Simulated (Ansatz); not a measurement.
C2H7NSSi, SMILES `C[SiH2]NC=S`, relaxed with RKS PBE-D4/def2-SVP in Ansatz from a rough embedded geometry. The force threshold is 0.03 eV/Å; the program also tests the step.

The species carries charge 0 and has multiplicity 1.

Start:

```xyz
12

C     1.173   -1.274   -0.169
Si    0.346    0.134   -0.872
N    -1.141    0.495   -0.028
C    -1.314    1.155    1.169
S    -0.173    1.509    2.338
H     2.118   -1.567   -0.709
H     0.568   -2.158   -0.102
H     1.560   -1.049    0.888
H    -0.023   -0.193   -2.296
H     1.208    1.344   -0.952
H    -1.951    0.343   -0.643
H    -2.371    1.261    1.376
```

```tsv
step	energy (eV)	largest force (eV/Å)	largest move (Å)
1	-22369.7145	2.981	0.000
2	-22369.7847	2.538	0.199
3	-22369.9984	1.131	0.200
4	-22370.0915	0.986	0.077
5	-22370.1084	0.310	0.200
6 (rejected)	-22370.0609	0.439	0.163
7	-22370.1225	0.097	0.081
8	-22370.1259	0.020	0.045
```

End:

```xyz
12

C     1.241   -1.295   -0.082
Si    0.375    0.165   -0.884
N    -1.216    0.554   -0.117
C    -1.321    1.068    1.132
S    -0.036    1.376    2.127
H     2.169   -1.531   -0.642
H     0.592   -2.194   -0.096
H     1.504   -1.059    0.966
H    -0.064   -0.195   -2.282
H     1.216    1.406   -0.936
H    -2.091    0.424   -0.635
H    -2.366    1.281    1.450
```

Run time 11 s (4 threads of an Arm Neoverse V2 on a shared host); peak host memory 0.16 GiB.
